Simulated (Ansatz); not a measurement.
ClFH4OSiSn (`[OH][SnH]([Cl])[SiH2]F`). Charge 0, multiplicity 1. Sn takes the def2 core potential. The structure was optimised at the PBE0-D4/def2-TZVP level. It is one conformer, not always the lowest.

```xyz
9

O    -2.173   -0.381   -0.843
Sn   -0.681    0.770   -0.310
Cl   -1.216    1.591    1.823
Si    1.481   -0.541    0.192
F     2.095   -1.131   -1.164
H    -2.382   -1.063   -0.199
H    -0.763    2.062   -1.410
H     2.481    0.362    0.811
H     1.157   -1.669    1.099
```

Q: What is the dipole moment at r2SCAN/def2-TZVPP? (Estimate.)

A: The calculation gave: 1.82 D, with components (1.62, -0.83, 0.03) D in this frame, pointing from negative to positive charge.

Q: And with PBE, B3LYP, ωB97M-V? (Best estimate.)

A: The calculation gave: PBE 1.72 D, B3LYP 1.84 D, ωB97M-V 1.88 D.

Q: Give the Mulliken charges with r2SCAN, PBE, ωB97M-V in def2-TZVPP. (An estimate is asked.)

A: Computed: 
| atom | r2SCAN | PBE | ωB97M-V |
| --- | --- | --- | --- |
| O1 | -0.55 | -0.49 | -0.52 |
| Sn2 | 0.84 | 0.79 | 0.73 |
| Cl3 | -0.40 | -0.37 | -0.36 |
| Si4 | 0.44 | 0.35 | 0.37 |
| F5 | -0.31 | -0.27 | -0.30 |
| H6 | 0.20 | 0.18 | 0.17 |
| H7 | -0.10 | -0.10 | -0.07 |
| H8 | -0.06 | -0.04 | -0.01 |
| H9 | -0.06 | -0.05 | -0.01 |

B3LYP here is the variant with VWN-RPA as its local correlation; programs differ in this.
